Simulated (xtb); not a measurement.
Bi(Cl)2(OH) (BiCl₂HO), SMILES [OH][Bi]([Cl])[Cl]. All values are semi-empirical tight-binding results from xtb (GFN2-xTB unless named), good for trends rather than for accurate numbers. Geometry: GFN2-xTB. One conformer was computed; it need not be the lowest.

For metal compounds this method's bond lengths and energies can be far off.

Computed properties:
```
Property                                       Result
-------------------------------------  --------------
point group as xtb finds it                        Cs
orbital gap                                   5.65 eV
zero-point energy                        8.9 kcal/mol
G − E(el) at 298.15 K (modified RRHO)  -12.1 kcal/mol
```
